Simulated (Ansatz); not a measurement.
Relaxation of CH$_{6}$BFS$_{2}$Si (12 atoms, charge 0, multiplicity 1), to a largest force component of 0.015 eV/Å in at most 40 steps.

Method: RKS PBE0/def2-SVP in Ansatz.

```xyz
12
Properties=species:S:1:pos:R:3
B 0.300 -1.559 -0.505
C -0.850 -0.440 -0.092
F -0.850 -0.255 1.267
S -2.421 -1.035 -0.561
S -0.555 1.139 -0.980
Si 1.092 1.881 0.235
H 1.417 -1.335 -0.256
H -0.021 -2.500 -1.065
H -2.463 -2.091 0.410
H 2.247 0.962 0.140
H 0.673 1.970 1.666
H 1.507 3.207 -0.226
```

Question: Where does it end, and by what steps?

Answer: The run converged. After 16 steps the energy has fallen by 1.044 eV; H8 moved furthest, 0.87 Å. Joined: B1–S5.

```
step  energy less start (eV)  largest force component (eV/Å)  accepted
   0                  0.0000                           2.522       yes
   1                 -0.4114                           0.999       yes
   2                 -0.5800                           0.940       yes
   3                 -0.7078                           0.913       yes
   4                 -0.8586                           0.756       yes
   5                 -0.9564                           0.399       yes
   6                 -0.9678                           0.622       yes
   7                 -1.0073                           0.175       yes
   8                 -1.0227                           0.330       yes
   9                 -1.0303                           0.373       yes
  10                 -1.0338                           0.247       yes
  11                 -1.0404                           0.193       yes
  12                 -1.0426                           0.070       yes
  13                 -1.0434                           0.043       yes
  14                 -1.0436                           0.020       yes
  15                 -1.0436                           0.018        no
  16                 -1.0437                           0.007       yes
```

```xyz
12
Properties=species:S:1:pos:R:3
B 0.242 -1.290 -0.696
C -0.838 -0.661 0.236
F -0.483 -0.315 1.502
S -2.593 -0.961 0.083
S -0.305 0.704 -0.979
Si 1.104 1.811 0.281
H 1.366 -1.373 -0.266
H -0.121 -1.890 -1.676
H -2.476 -2.306 0.034
H 2.121 0.904 0.869
H 0.341 2.549 1.323
H 1.720 2.772 -0.677
```

Run time: 69 s on 2 threads of Arm Neoverse V2 (shared host), peak memory 0.33 GiB.
